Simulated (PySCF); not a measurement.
## Static response to an electric field

Compound: C7H5NSi.
Structure used (GFN2-xTB), in Å, numbered top down from 1:
```
atom  x, y, z in Å
C1     3.082   -0.838    1.535
C2     2.227   -0.189    0.992
Si3    0.932    0.805    0.150
C4    -0.863    0.325    0.702
C5    -1.856    1.316    0.765
N6    -2.646    2.151    0.782
C7    -0.422   -0.139   -0.701
C8    -1.228   -0.248   -1.952
C9    -0.801   -1.372   -1.450
H10    3.825   -1.409    2.013
H11    1.256    2.183   -0.163
H12   -0.988   -0.450    1.452
H13   -1.779    0.294   -2.680
H14   -0.740   -2.432   -1.466
```

Level: CAM-B3LYP/def2-SVPD (PySCF), static field, nuclei fixed, core orbitals frozen in the response. The polarisability tensor in these axes (au):

```
x   128.85 -16.32  18.48
y   -16.32  99.71   2.34
z    18.48   2.34  92.21
```

Problem. What are the eigenvalues, a third of the trace, and Δα (Δα² = ½Σ(αi − αj)² over the three pairs)?

Solution. Principal values 80.08, 99.19 and 141.50 au; mean 106.92 au = 15.84 Å³ = 17.63 × 10⁻⁴⁰ C²·m²/J; Δα = 54.43 au (51 % of the mean).

Problem. What is the dipole moment, and where does it point?

Solution. (3.68, -3.64, -1.36) D, 5.35 D in size, pointing from the negative to the positive side. Measured along this direction, the outermost atoms are N6 at the negative end and H10 at the positive end.

Problem. Give the principal axes and the span of the nuclei along them.

Solution. Largest value along (0.89, -0.33, 0.32), where the nuclei span 7.32 Å; middle along (0.11, 0.82, 0.56), 4.82 Å; least along (-0.45, -0.46, 0.77), 3.45 Å. The response follows the extents in order.

Problem. Give the eigenvalues of the traceless quadrupole moment Θ = ½Σq(3rr − r²1), origin at the centre of nuclear charge.

Solution. -20.61, 7.02, 13.59 D·Å. The values depend on the origin, since the dipole doesn't vanish. The electronic extent ⟨r²⟩ about the same centre is 1456 bohr², a root-mean-square distance of 2.45 Å for the 68 electrons.

Problem. Sum over states: ᾱ = Σ f/ω², ω in Eh. What share falls to these 8 lowest TDDFT singlets (eV, f)? 5.15, 0.0896; 5.25, 0.0154; 5.66, 0.0103; 5.81, 0.1285; 6.16, 0.0064; 6.23, 0.0043; 6.33, 0.0048; 6.51, 0.1370.

Solution. They add up to 8.66 au, 8.1 % of the 106.92 au; the largest single term is 2.82 au, from the state at 5.81 eV. Terms in order: 2.50, 0.42, 0.24, 2.82, 0.12, 0.08, 0.09, 2.39 au. Higher excitations give the rest. The strengths listed sum to 0.396.

Isolated species at its GFN2-xTB geometry, gas phase.
